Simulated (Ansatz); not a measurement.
Cost and result for the atomization energy of CH5NOSn (9 atoms, 7 bonds).

```csv
atom,x (Å),y (Å),z (Å)
N1,-1.386,-0.493,-0.079
Sn2,-0.132,-1.274,1.359
C3,1.129,1.295,-0.186
O4,1.496,0.476,0.621
H5,-2.280,-0.123,0.211
H6,-1.485,-0.956,-0.971
H7,0.734,-2.260,0.157
H8,0.106,1.246,-0.599
H9,1.819,2.090,-0.513
```

Total charge 0; spin multiplicity 1. Correlated methods include outer-core shells of Sn, which these sets cover unevenly. Sn takes the def2 core potential. The bonds changed during the relaxation, so this is another structure than the one it started from. All single points use the PBE0-D4/def2-TZVP geometry. It is one conformer, not always the lowest. Program: Ansatz. All runs use 4 threads of an Arm Neoverse V1 on a shared host. Times are those of one run each, without the atoms' runs, and a repeat can differ threefold. Electronic energies, without spin–orbit coupling; frozen cores. CCSD(T)/CBS adds CCSD(T) − MP2 in def2-TZVPP to the MP2 limit, and its time is that of the two runs behind it. T1 = 0.017. With those shells the extrapolation isn't a true limit. B3LYP takes the VWN-RPA correlation (the form of Gaussian; ORCA's B3LYP/G).

CCSD(T)/CBS is a level of theory with its own doubt, some kJ/mol a heavy atom from the limit and from the frozen cores, so smaller differences don't rank the functionals.

```
                             level  functions  wall time  atomization (kJ/mol)  difference from CCSD(T)/CBS  per bond
   PBE-D4/def2-TZVPP (with forces)        213      1.9 s                3054.3                         66.9       9.5
                PBE0-D4/def2-TZVPP        213      2.1 s                2951.8                        -35.6      -5.1
 B3LYP-D4/def2-TZVPP (with forces)        213      3.2 s                2990.1                          2.7       0.4
r2SCAN-D4/def2-TZVPP (with forces)        213      3.9 s                2959.9                        -27.5      -3.9
                 B2PLYP/def2-TZVPP        213      4.4 s                2943.4                        -44.0      -6.3
                ωB97X-V/def2-TZVPP        213        6 s                2984.7                         -2.7      -0.4
  ωB97M-V/def2-TZVPP (with forces)        213        9 s                2980.7                         -6.7      -1.0
                    MP2/def2-QZVPP        403       15 s                2978.5                         -8.9      -1.3
                CCSD(T)/def2-TZVPP        213      100 s                2885.6                       -101.8     -14.5
                 CCSD(T)/CBS(def2)          –      120 s                2987.4                          0.0       0.0
```

From PBE to PBE0 (25 % exact exchange), in def2-TZVPP and without D4, the atomization energy moves by −99.7 kJ/mol: exact exchange takes away binding that semilocal exchange gives to molecules. In def2-TZVPP, CCSD(T) changes the Hartree–Fock value by +933.4 kJ/mol (the triples alone add +59.2 kJ/mol) and MP2 by +965.5 kJ/mol; breaking electron pairs costs correlation energy, which Hartree–Fock lacks. The D4 term adds +29.5 kJ/mol with B3LYP and +15.4 kJ/mol with PBE0; it sums over pairs of atoms, weighted by their polarisabilities, and B3LYP, whose exchange is more repulsive, gets the larger term.

Spin–orbit coupling would lower the free Sn atoms strongly, and the atomization energy with them, by more than many differences here. For some Ge, Se and Sn compounds the MP2-based and the directly extrapolated limit differ by 10 to 25 kJ/mol.
